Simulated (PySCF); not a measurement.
C7H15NOSi.
Numbering: `[CH3:1]/[CH:2]=[CH:3]/[O:4][SiH2:5][N:6]1[CH2:7][CH2:8][CH2:9][CH2:10]1` (hydrogens: H11, H12, H13 on C1; H14 on C2; H15 on C3; H16, H17 on Si5; H18, H19 on C7; H20, H21 on C8; H22, H23 on C9; H24, H25 on C10)

Computed with PySCF at PBE0/pcSseg-1, non-relativistic, on one gas-phase PBE0-D3(BJ)/def2-SVP geometry that isn't relaxed in the solvent. The solvent is an IEF-PCM continuum (Bondi radii, 1.10 Å for H, scaled by 1.2). The model holds no explicit solvent molecules, cavitation or dispersion.

Gas phase at PBE0/pcSseg-1: HOMO -6.31 eV, LUMO 1.04 eV, dipole 1.14 D.

Question: What does the continuum do to the energy, the frontier levels and the dipole at PBE0/pcSseg-1 in tetrahydrofuran and acetonitrile?

Answer: 
```tsv
solvent	ε	E(solvent) − E(gas) (kcal/mol)	polarisation term (kcal/mol)	distortion of the solute (kcal/mol)	HOMO (eV)	LUMO (eV)	dipole (D)
tetrahydrofuran	7.426	-2.62	-2.82	0.20	-6.44	0.92	1.23
acetonitrile	35.69	-3.18	-3.49	0.31	-6.48	0.89	1.24
```

Polarisation term: ½ Σ q·V over the induced surface charges. Distortion: the rise of the solute's own energy as its density leaves the gas-phase optimum. From tetrahydrofuran to acetonitrile the lowering changes by a factor 1.21, Onsager's factor (ε − 1)/(2ε + 1) by 1.18 and ε itself by 4.8.

Question: Which radius a makes the point-dipole formula ΔE = −[(ε − 1)/(2ε + 1)]·μ²/a³ give the value in acetonitrile, with the gas-phase dipole?

Answer: μ = 0.448 au and |ΔE| = 0.00506 Eh give a = 1.41 Å; the farthest nucleus lies 5.55 Å from the centroid of the nuclei, so such a sphere wouldn't even hold the nuclei. The formula assumes a rigid point dipole at the centre of a sphere.

Question: Which Hirshfeld charges (PBE0/pcSseg-1) respond most in acetonitrile (means over atoms taken as equivalent)?

Answer: 
```
          atoms                    environment  gas (e)  solvent (e)  change
             O4             silyl ether oxygen   -0.214       -0.226  -0.012
             C3  vinylic carbon bearing oxygen   +0.017       +0.007  -0.010
            Si5           oxygen-bound silicon   +0.407       +0.402  -0.005
            H15               vinylic hydrogen   +0.046       +0.050  +0.004
            H14               vinylic hydrogen   +0.035       +0.039  +0.004
    H11/H12/H13                methyl hydrogen   +0.041       +0.045  +0.004
             N6         silicon-bound nitrogen   -0.171       -0.174  -0.003
             C2               alkene CH carbon   -0.086       -0.089  -0.003
H20/H21/H22/H23             methylene hydrogen   +0.038       +0.041  +0.003
H18/H19/H24/H25             methylene hydrogen   +0.037       +0.039  +0.002
             C1                 allylic carbon   -0.116       -0.117  -0.001
         C7/C10   sp3 carbon bound to nitrogen   -0.021       -0.022  -0.001
```

Question: Which Mayer bond orders change most in acetonitrile?

Answer: 
```tsv
bond	length (Å)	gas	solvent	change
Si5–N6	1.709	1.040	1.056	+0.016
O4–Si5	1.688	0.857	0.845	-0.012
C3–O4	1.346	0.999	0.990	-0.009
C10–N6	1.450	0.937	0.929	-0.008
N6–C7	1.449	0.937	0.930	-0.007
C3–H15	1.097	0.973	0.969	-0.004
C1–H13	1.101	0.969	0.966	-0.003
Si5–H16	1.491	0.914	0.917	+0.003
```

Question: How do the nuclear quadrupole coupling constants eQVzz/h respond in acetonitrile?

Answer: 
```csv
nucleus,Q (barn),gas (MHz),solvent (MHz),η gas,η solvent
17O at O4,-0.0256,-9.49,-9.40,0.16,0.16
14N at N6,0.02044,-5.11,-5.00,0.36,0.34
```
